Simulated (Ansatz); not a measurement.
## A basis-limit estimate, worked out

An elementary step of AlN2H9O, closed shell (AlH₃O ([OH][AlH2]) + NH₃ + NH₃ → AlNH₄ ([NH2][AlH2]) + H₂O + NH₃ (still joined by a long Al–O bond); bonds formed: O2–H7, H5–N8; bonds broken: H5–N6, H7–N8; bonds weakened to dative contacts: Al1–O2). “Start” is the structure reached by relaxing down from the saddle towards the reactants; PBE0-D4/def2-TZVP structures. The saddle:

Al1  (-1.187, 0.224, -1.018)
O2  (0.374, -0.789, -1.219)
H3  (-1.152, 1.384, -2.122)
H4  (-2.370, -0.865, -1.053)
H5  (0.703, 0.251, 1.106)
N6  (-0.884, 0.924, 0.706)
H7  (1.079, -0.736, -0.226)
N8  (1.542, -0.372, 0.891)
H9  (0.294, -1.647, -1.638)
H10  (-0.885, 1.937, 0.743)
H11  (-1.553, 0.618, 1.403)
H12  (1.644, -1.099, 1.587)
H13  (2.396, 0.168, 0.840)
(Å)

Ansatz 0.2.0; basis: def2-TZVPP and def2-QZVPP; cores frozen in the correlated methods.

Energies in eV:

| quantity | saddle | start |
| --- | --- | --- |
| Hartree–Fock, triple zeta (X = 3) | -11729.86080 | -11731.01523 |
| Hartree–Fock, quadruple zeta (X = 4) | -11730.31476 | -11731.47628 |
| MP2 correlation, X = 3 | -22.54408 | -22.15654 |
| MP2 correlation, X = 4 | -24.18046 | -23.79044 |
| CCSD(T) correlation, X = 3 | -24.33358 | -23.99094 |

Problem. Work out the barrier at the basis limit: extrapolate Hartree–Fock as E(X) = E∞ + A exp(−7.88 √X) and the MP2 correlation as E(X) = E∞ + B X^−2.97 (the exponents that Neese and Valeev fitted for def2-TZVPP and QZVPP), then add CCSD(T) − MP2 in triple zeta.

Solution. Each step is linear, so take the differences first (saddle − start): Hartree–Fock 1.15443 (X = 3) and 1.16152 (X = 4); MP2 correlation -0.38754 and -0.39002; CCSD(T) correlation -0.34264.
Two points give E∞ = E(4) + w [E(4) − E(3)], with w = 1/(exp(7.88 (2 − √3)) − 1) = 0.1377 for Hartree–Fock and w = 1/((4/3)^2.97 − 1) = 0.7407 for the correlation.
Hartree–Fock: 1.16152 + 0.1377 × 0.00709 = 1.1625 eV.
MP2 correlation: -0.39002 + 0.7407 × (-0.00248) = -0.3919 eV.
CCSD(T) − MP2: -0.34264 − (-0.38754) = 0.0449 eV.
Sum: 1.1625 + (-0.3919) + 0.0449 = 0.8155 eV, or 18.81 kcal/mol. Plain CCSD(T) in triple zeta gives 0.8118 eV, so the larger basis shifts the result by 0.0037 eV.

The T1 diagnostic stays at or below 0.010.

Labels in which every atom is bracketed show which atoms are joined, not bond orders.

For scale, one of the runs: CCSD(T)/def2-TZVPP, 261 basis functions, launched by `ansatz run in.yaml --threads 4 --pin off --events-out ev --progress --plain --max-ram 9574MiB`. The run took 2.4 min on 4 CPU threads of an Arm Neoverse V2 (shared host), with 6.3 GiB of host memory at its peak.
